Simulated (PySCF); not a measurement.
PySCF input file for C₂H₄FNOSi, SMILES [SiH2](F)/C=N/C=O, TDDFT-PBE/def2-SVPD. Geometry optimised at B3LYP-D3(BJ)/def2-SVP. The structure was generated by enumeration; whether it is a known compound was not checked. One conformer was computed; it need not be the lowest.

```python
import numpy as np
from pyscf import gto, scf, dft, tdscf

mol = gto.M(
    atom='''
    O     2.88328429   -0.80719348    0.60890455
    C     2.45327875    0.06372507   -0.10247611
    N     1.13618348    0.54501013   -0.06372788
    C     0.13307771   -0.23093130   -0.20740792
    Si   -1.58612343    0.53913352   -0.01831173
    F    -2.68557181   -0.65648742   -0.13837958
    H     3.08446087    0.63211003   -0.82625583
    H     0.27575234   -1.30812957   -0.43795331
    H    -1.81903380    1.50930141   -1.11742383
    H    -1.70300262    1.17295004    1.31757659
    ''',
    basis='def2-SVPD',
    charge=0,
    spin=0,
    max_memory=1600,
    verbose=4,
)
mf = dft.RKS(mol, xc='pbe').density_fit(auxbasis='def2-universal-jkfit')
mf.grids.level = 3
mf.conv_tol = 1e-9
mf.max_cycle = 100
mf.kernel()
mf.grids = dft.Grids(mol).set(level=1).build(with_non0tab=True)  # coarser grid for the response kernel
td = tdscf.TDDFT(mf)
td.singlet = True
td.nstates = 10
td.conv_tol = 1e-4
td.positive_eig_threshold = 1e-6
td.kernel(x0=td.get_init_guess(mf, 15))
td.analyze()
tt = tdscf.TDA(mf)
tt.singlet = False
tt.nstates = 4
tt.conv_tol = 1e-4
tt.positive_eig_threshold = 1e-6
tt.kernel(x0=tt.get_init_guess(mf, 9))
tt.analyze(verbose=3)
```

Program output:

```
PySCF version 2.14.0

[INPUT] verbose = 4
[INPUT] num. atoms = 10
[INPUT] num. electrons = 54
[INPUT] charge = 0
[INPUT] spin (= nelec alpha-beta = 2S) = 0
[INPUT] symmetry False subgroup None
[INPUT] Mole.unit = angstrom
[INPUT] Symbol           X                Y                Z      unit          X                Y                Z       unit  Magmom
[INPUT]  1 O      2.883284290000  -0.807193480000   0.608904550000 AA    5.448617647361  -1.525374606735   1.150662835502 Bohr   0.0
[INPUT]  2 C      2.453278750000   0.063725070000  -0.102476110000 AA    4.636024944715   0.120422929569  -0.193651782211 Bohr   0.0
[INPUT]  3 N      1.136183480000   0.545010130000  -0.063727880000 AA    2.147075604455   1.029919880814  -0.120428239699 Bohr   0.0
[INPUT]  4 C      0.133077710000  -0.230931300000  -0.207407920000 AA    0.251480425184  -0.436396910590  -0.391944164866 Bohr   0.0
[INPUT]  5 Si    -1.586123430000   0.539133520000  -0.018311730000 AA   -2.997338882456   1.018814697373  -0.034604154567 Bohr   0.0
[INPUT]  6 F     -2.685571810000  -0.656487420000  -0.138379580000 AA   -5.074995208752  -1.240581428022  -0.261499507432 Bohr   0.0
[INPUT]  7 H      3.084460870000   0.632110030000  -0.826255830000 AA    5.828786286238   1.194514837291  -1.561397227525 Bohr   0.0
[INPUT]  8 H      0.275752340000  -1.308129570000  -0.437953310000 AA    0.521096400808  -2.472006622745  -0.827611811247 Bohr   0.0
[INPUT]  9 H     -1.819033800000   1.509301410000  -1.117423830000 AA   -3.437475693327   2.852166304320  -2.111625003763 Bohr   0.0
[INPUT] 10 H     -1.703002620000   1.172950040000   1.317576590000 AA   -3.218208541217   2.216554333398   2.489858903238 Bohr   0.0

nuclear repulsion = 265.550582297958
number of shells = 68
number of NR pGTOs = 238
number of NR cGTOs = 162
basis = def2-SVPD
ecp = {}


[settings echo left out]
init E= -597.661734475069
  HOMO = -0.285755592862851  LUMO = -0.14963168438953  gap/eV = 3.70412
cycle= 1 E= -597.000409021903  delta_E= 0.661  |g|= 0.921  |ddm|= 4.17
  HOMO = -0.11460264425823  LUMO = -0.0773745906531036  gap/eV = 1.01303
cycle= 2 E= -594.048993735389  delta_E= 2.95  |g|=  3.1  |ddm|= 3.36
  HOMO = -0.20060108641364  LUMO = -0.106952385327268  gap/eV = 2.54831
cycle= 3 E= -596.927318564888  delta_E= -2.88  |g|= 0.958  |ddm|= 3.28
  HOMO = -0.24068213151402  LUMO = -0.117594218469332  gap/eV = 3.34939
cycle= 4 E= -597.159052176692  delta_E= -0.232  |g|= 0.172  |ddm|=  1.2
  HOMO = -0.229454570694406  LUMO = -0.131092320445606  gap/eV = 2.67657
cycle= 5 E= -597.140869769314  delta_E= 0.0182  |g|= 0.336  |ddm|= 0.545
  HOMO = -0.236973524718732  LUMO = -0.130156225793666  gap/eV = 2.90665
cycle= 6 E= -597.167194664995  delta_E= -0.0263  |g|= 0.0454  |ddm|= 0.371
  HOMO = -0.23234684660746  LUMO = -0.127071367338408  gap/eV = 2.86469
cycle= 7 E= -597.167672072229  delta_E= -0.000477  |g|= 0.0161  |ddm|= 0.0687
  HOMO = -0.233783741053832  LUMO = -0.127849427768351  gap/eV = 2.88262
cycle= 8 E= -597.167738256406  delta_E= -6.62e-05  |g|= 0.00537  |ddm|= 0.0217
  HOMO = -0.234128565897007  LUMO = -0.128049140603971  gap/eV = 2.88657
cycle= 9 E= -597.167742900698  delta_E= -4.64e-06  |g|= 0.00191  |ddm|= 0.00649
  HOMO = -0.233959746152404  LUMO = -0.127885047242613  gap/eV = 2.88644
cycle= 10 E= -597.167743740058  delta_E= -8.39e-07  |g|= 0.000231  |ddm|= 0.00238
  HOMO = -0.233971286017711  LUMO = -0.127900372118139  gap/eV = 2.88634
cycle= 11 E= -597.167743755534  delta_E= -1.55e-08  |g|= 4.78e-05  |ddm|= 0.0004
  HOMO = -0.233968907450174  LUMO = -0.127898177588743  gap/eV = 2.88633
cycle= 12 E= -597.167743756185  delta_E= -6.51e-10  |g|= 1.13e-05  |ddm|= 8.94e-05
  HOMO = -0.233969511561221  LUMO = -0.127899042426785  gap/eV = 2.88632
Extra cycle  E= -597.167743756127  delta_E= 5.83e-11  |g|= 2.04e-05  |ddm|= 4.44e-05
converged SCF energy = -597.167743756127
tot grids = 42264
Overwritten attributes  positive_eig_threshold  of <class 'pyscf.tdscf.rks.CasidaTDDFT'>


******** <class 'pyscf.tdscf.rks.CasidaTDDFT'> for <class 'pyscf.df.df_jk.DFRKS'> ********
nstates = 10 singlet
deg_eia_thresh = 1.000e-03
wfnsym = None
conv_tol = 0.0001
eigh lindep = 1e-12
eigh level_shift = 0
eigh max_cycle = 100


Excitation energies (eV)
[3.05521043 4.32708202 4.87922565 5.29166984 5.38609513 5.86454536
 6.07672488 6.234071   6.49878661 6.7328137 ]

** Singlet excitation energies and oscillator strengths **
Excited State   1:      3.05521 eV    405.81 nm  f=0.0013
      27 -> 28       -0.70334
Excited State   2:      4.32708 eV    286.53 nm  f=0.0138
      26 -> 28       -0.70081
Excited State   3:      4.87923 eV    254.11 nm  f=0.0085
      27 -> 29        0.69211
Excited State   4:      5.29167 eV    234.30 nm  f=0.0207
      23 -> 28       -0.11917
      25 -> 28       -0.43447
      27 -> 30        0.53355
Excited State   5:      5.38610 eV    230.19 nm  f=0.0574
      23 -> 28        0.22612
      25 -> 28        0.47822
      27 -> 30        0.45517
Excited State   6:      5.86455 eV    211.41 nm  f=0.0014
      23 -> 28        0.10492
      24 -> 28        0.61367
      26 -> 29        0.32398
Excited State   7:      6.07672 eV    204.03 nm  f=0.0063
      23 -> 28        0.20074
      24 -> 28        0.25871
      26 -> 29       -0.56178
      26 -> 30       -0.21499
Excited State   8:      6.23407 eV    198.88 nm  f=0.0113
      27 -> 31       -0.69912
Excited State   9:      6.49879 eV    190.78 nm  f=0.0082
      23 -> 28        0.11283
      25 -> 29       -0.15757
      26 -> 29       -0.14787
      26 -> 30        0.64796
Excited State  10:      6.73281 eV    184.15 nm  f=0.1112
      21 -> 28        0.10540
      23 -> 28        0.46933
      24 -> 28       -0.15572
      24 -> 29        0.17678
      25 -> 28       -0.16225
      25 -> 29       -0.30655
      26 -> 29        0.16660
      26 -> 30       -0.11718

** Transition electric dipole moments (AU) **
state          X           Y           Z        Dip. S.      Osc.
  1        -0.0974      0.0113     -0.0847      0.0168      0.0013
  2         0.2615     -0.1687      0.1814      0.1298      0.0138
  3         0.2538     -0.0105      0.0819      0.0712      0.0085
  4        -0.3762      0.1352      0.0098      0.1599      0.0207
  5         0.6160     -0.2349     -0.0245      0.4352      0.0574
  6         0.0869     -0.0216     -0.0410      0.0097      0.0014
  7         0.1376     -0.1459     -0.0451      0.0423      0.0063
  8         0.2657      0.0008     -0.0580      0.0740      0.0113
  9         0.2200     -0.0471     -0.0249      0.0512      0.0082
 10        -0.8190     -0.0101     -0.0566      0.6741      0.1112

** Transition velocity dipole moments (imaginary part, AU) **
state          X           Y           Z        Dip. S.      Osc.
  1        -0.0097      0.0015     -0.0117      0.0002      0.0014
  2         0.0410     -0.0278      0.0333      0.0036      0.0149
  3         0.0439      0.0006      0.0146      0.0021      0.0080
  4        -0.0730      0.0296      0.0020      0.0062      0.0213
  5         0.1244     -0.0449     -0.0049      0.0175      0.0590
  6         0.0192     -0.0035     -0.0077      0.0004      0.0014
  7         0.0290     -0.0317     -0.0138      0.0020      0.0061
  8         0.0625      0.0017     -0.0142      0.0041      0.0120
  9         0.0533     -0.0137     -0.0092      0.0031      0.0087
 10        -0.1989     -0.0036     -0.0115      0.0397      0.1070

** Transition magnetic dipole moments (imaginary part, AU) **
state          X           Y           Z
  1         0.5338      0.0188      0.3643
  2        -0.6922     -0.2941      0.1802
  3        -0.0381      0.6302     -0.2894
  4         0.0577     -0.2899      0.2607
  5        -0.0297     -0.0363      0.1515
  6        -0.4809      0.5261     -0.0943
  7         0.5995     -0.0715      0.5444
  8         0.0047      0.2041     -0.0761
  9         0.4147     -0.0233      0.1530
 10        -0.0014     -0.1278     -0.2395
Overwritten attributes  positive_eig_threshold  of <class 'pyscf.tdscf.rks.TDA'>


******** <class 'pyscf.tdscf.rks.TDA'> for <class 'pyscf.df.df_jk.DFRKS'> ********
nstates = 4 triplet
deg_eia_thresh = 1.000e-03
wfnsym = None
conv_tol = 0.0001
eigh lindep = 1e-12
eigh level_shift = 0
eigh max_cycle = 100


Excitation energies (eV)
[2.64215104 3.68469731 4.3560974  4.43306929]

** Triplet excitation energies and oscillator strengths **
Excited State   1:      2.64215 eV    469.25 nm  f=0.0000
Excited State   2:      3.68470 eV    336.48 nm  f=0.0000
Excited State   3:      4.35610 eV    284.62 nm  f=0.0000
Excited State   4:      4.43307 eV    279.68 nm  f=0.0000
```

Self-consistency was reached.

Cost: around 60 core-seconds (rough).
